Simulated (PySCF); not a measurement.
# Partial charges of `C=CCC[SiH2][SiH2]P`

C₄H₁₃PSi₂.
Atom-mapped SMILES: `[CH2:1]=[CH:2][CH2:3][CH2:4][SiH2:5][SiH2:6][PH2:7]` (hydrogens: H8, H9 on C1; H10 on C2; H11, H12 on C3; H13, H14 on C4; H15, H16 on Si5; H17, H18 on Si6; H19, H20 on P7)

Structure used (GFN2-xTB), in Å, numbered top down from 1:
```
atom  x, y, z in Å
C1     2.5944    1.6737    0.1672
C2     2.4475    0.3637    0.1100
C3     1.2377   -0.3328   -0.4249
C4     0.4975   -1.0699    0.6957
Si5   -1.1182   -1.8810    0.0863
Si6   -2.5417   -0.2109   -0.6821
P7    -2.3993    1.5704    0.6822
H8     1.8386    2.3466   -0.2056
H9     3.4743    2.1336    0.5835
H10    3.2199   -0.2883    0.4981
H11    0.5708    0.3962   -0.8931
H12    1.5395   -1.0539   -1.1894
H13    0.2611   -0.3525    1.4865
H14    1.1675   -1.8092    1.1378
H15   -1.6797   -2.6628    1.1949
H16   -0.7773   -2.8444   -0.9694
H17   -3.9663   -0.5642   -0.6459
H18   -2.2893    0.2023   -2.0738
H19   -1.1188    1.9287    0.3115
H20   -2.9633    2.4654   -0.2054
```

Density: PBE0/pcSseg-1 (PySCF); schemes: Mulliken, IAO, Hirshfeld and ESP-fitted. The structure is a single GFN2-xTB conformer in the gas phase; no vibrational or solvent corrections.

Question: At which atom do the 4 schemes differ most?

Answer: At C4: from -0.542 (Mulliken) to -0.153 e (Hirshfeld), 0.389 e apart.

Question: For which atoms does the sign change between the 4 schemes (beyond +0.03 e in one, beyond −0.03 e in another)?

Answer: C3. Atomic charges aren't observables, and each scheme defines them in its own way.

Question: Give the atomic charges in each scheme.

Answer: In e:

```csv
atom,environment,Mulliken,IAO,Hirshfeld,ESP-fitted
C1,terminal =CH2 carbon,-0.155,-0.326,-0.108,-0.404
C2,alkene CH carbon,-0.223,-0.125,-0.034,-0.235
C3,allylic carbon,-0.215,-0.249,-0.068,+0.100
C4,sp3 carbon bound to silicon,-0.542,-0.516,-0.153,-0.209
Si5,SiH2 silicon,+0.373,+0.461,+0.248,+0.113
Si6,SiH2 silicon,+0.065,+0.250,+0.183,+0.276
P7,three-coordinate phosphorus,-0.212,-0.092,-0.024,-0.394
H8,vinylic hydrogen,+0.112,+0.141,+0.041,+0.169
H9,vinylic hydrogen,+0.116,+0.152,+0.045,+0.178
H10,vinylic hydrogen,+0.105,+0.141,+0.045,+0.157
H11,methylene hydrogen,+0.143,+0.125,+0.034,+0.020
H12,methylene hydrogen,+0.141,+0.142,+0.042,+0.045
H13,methylene hydrogen,+0.158,+0.146,+0.033,+0.096
H14,methylene hydrogen,+0.150,+0.148,+0.042,+0.087
H15,Si–H hydrogen,-0.046,-0.099,-0.075,-0.052
H16,Si–H hydrogen,-0.045,-0.106,-0.078,-0.059
H17,Si–H hydrogen,-0.015,-0.087,-0.076,-0.048
H18,Si–H hydrogen,-0.024,-0.098,-0.080,-0.113
H19,P–H hydrogen,+0.048,-0.011,-0.011,+0.133
H20,P–H hydrogen,+0.067,+0.002,-0.007,+0.140
```

Mean size of the charges over all atoms: IAO 0.171 e, ESP-fitted 0.151 e, Mulliken 0.148 e, Hirshfeld 0.071 e. Each set sums to the total charge, 0, to within 0.001 e. The Hirshfeld scheme divides the density at each point in proportion to the densities of the neutral, spherically averaged free atoms. The Mulliken scheme counts on each atom the diagonal of the density matrix times the overlap matrix over that atom's basis functions.

Question: Sum the charges by element, for elements with more than one atom.

Answer: 
| element | atoms | Mulliken | IAO | Hirshfeld | ESP-fitted |
| --- | --- | --- | --- | --- | --- |
| C | 4 | -1.134 | -1.216 | -0.364 | -0.748 |
| Si | 2 | +0.437 | +0.711 | +0.432 | +0.389 |
| H | 13 | +0.909 | +0.596 | -0.044 | +0.753 |

Question: How many electrons does the ESP-fitted scheme count on C2?

Answer: Z − q = 6 − (-0.235) = 6.235.

These values come from a run that also computed NMR shieldings. The run took 53 s wall (grids of density and orbitals included) on one thread of an Arm Neoverse V2 (shared host), and the process peaked at 1.0 GiB of memory.
